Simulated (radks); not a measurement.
The numbers below are computed, except where a source is named.
The nitrogen anion N-, [He] 2s2 2p4, held by a Watson sphere: a shell of charge +1 at radius R that stands for the Madelung well of a crystal (potential energy -1/R inside, -1/r outside, in hartree with lengths in bohr). Code: a radial shooting solver on a logarithmic mesh with Libxc functionals. Model: scalar-relativistic Kohn-Sham, PBE, spin-polarised, spherical densities, finite nucleus; open shells are filled with parallel spins first; Fermi nuclear charge, rms radius of each element as measured or else 0.836 A^(1/3) + 0.57 fm. Response by self-consistent Sternheimer equations with the Hartree and adiabatic LDA kernel, the relativistic mass of each level held fixed and spin-orbit coupling left out. The sphere does not respond.

R (bohr)  e(2s down) (eV)  e(2p up) (eV)  e(2p down) (eV)  <r> 2p (bohr)  sum of <r^2> (bohr^2)  X-ray form factor at sin(theta)/lambda = 0.2 1/angstrom  alpha (bohr^3)
1.88              -16.875         -7.997           -5.656          1.671                  17.67                                                    4.839           12.90
2.34              -15.808         -7.081           -4.831          1.770                  19.23                                                    4.738           16.89
2.71              -15.072         -6.420           -4.217          1.846                  20.34                                                    4.688           20.88
2.72              -15.053         -6.403           -4.201          1.848                  20.37                                                    4.687           20.99
3.11              -14.393         -5.794           -3.623          1.927                  21.44                                                    4.655           26.14
3.12              -14.378         -5.780           -3.609          1.929                  21.46                                                    4.654           26.28
3.41              -13.955         -5.384           -3.228          1.989                  22.21                                                    4.640           30.92
3.58              -13.730         -5.172           -3.022          2.024                  22.63                                                    4.633           34.04
3.6               -13.705         -5.148           -2.998          2.028                  22.68                                                    4.633           34.43
